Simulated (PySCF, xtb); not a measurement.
C₂H₈Si₂, SMILES C(=C\[SiH3])/[SiH3].

Harmonic wavenumbers (cm⁻¹) from GFN2-xTB run with xtb at its own minimum, in rising order: 62, 89, 131, 169, 287, 470, 507, 546, 556, 688, 756, 768, 783, 788, 791, 792, 801, 816, 1030, 1189, 1308, 1631, 2235, 2239, 2244, 2244, 2259, 2261, 3004, 3005.

What does PySCF 2.14.0 with PBE-D3(BJ)/def2-SVP give at its own minimum? (An estimate is asked for; the answer gives what the named calculation found.)

98, 132, 148, 155, 266, 509, 530, 628, 642, 722, 781, 790, 873, 899, 899, 902, 916, 916, 1006, 1143, 1254, 1587, 2151, 2155, 2155, 2156, 2171, 2172, 3035, 3042. Paired by order, the mean absolute difference is 61 cm⁻¹ and the zero-point energies are 49.3 and 49.8 kcal/mol.
